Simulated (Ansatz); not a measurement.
Spin states of the cluster K2Te (the lowest singlet isomer of a short search), each relaxed with PBE-D4/def2-TZVP in Ansatz. Electronic energies in the gas phase.

In the def2 sets Te takes a core potential; there is no spin–orbit coupling. LC-ωPBE has ω = 0.4 bohr⁻¹. Correlated methods freeze 14 core orbitals; core or outer-core shells of K, Te are correlated, in sets that lack core-valence functions. The structure comes from a short search, and lower isomers may exist.

Singlet geometry (C2v within 0.1 Å):

Cartesian coordinates in Å:
```
K 2.304 1.416 -0.142
K -1.845 -1.660 1.084
Te -0.459 0.244 -0.942
```

Triplet geometry:

```
atom   x (Å)   y (Å)   z (Å)
  K1  -0.268  -2.011  -1.001
  K2  -0.341   0.735   2.112
 Te3   0.609   1.276  -1.111
```

Quintet geometry:

```tsv
atom	x (Å)	y (Å)	z (Å)
K1	-0.134	4.099	1.250
K2	0.199	-4.049	-1.394
Te3	-0.065	-0.049	0.144
```

⟨S²⟩: triplet 2.00 at PBE0-D4/def2-TZVP (pure 2.00), quintet 6.00 at PBE0-D4/def2-TZVP (pure 6.00).

Only these spin states were relaxed. The triplet has other bonds than the singlet, so the gap mixes isomer and spin. The quintet has other bonds than the singlet, so the gap mixes isomer and spin.

```
               level  triplet − singlet (kcal/mol)  quintet − singlet (kcal/mol)  lowest of these
        HF/def2-TZVP                           7.0                          54.1          singlet
    PBE-D4/def2-TZVP                          27.3                          91.5          singlet
 r2SCAN-D4/def2-TZVP                          27.6                          96.0          singlet
r2SCANh-D4/def2-TZVP                          27.0                          94.8          singlet
r2SCAN0-D4/def2-TZVP                          26.2                          93.4          singlet
   LC-ωPBE/def2-TZVP                          24.4                          94.6          singlet
   RPA@PBE/def2-TZVP                          20.3                          79.6          singlet
      MP2/def2-TZVPP                          28.6                          92.0          singlet
```

Change of the quintet − singlet gap on mixing in exact exchange, in kcal/mol: r2SCAN to r2SCANh (10 % exact exchange) -1.1; r2SCAN to r2SCAN0 (25 % exact exchange) -2.6.
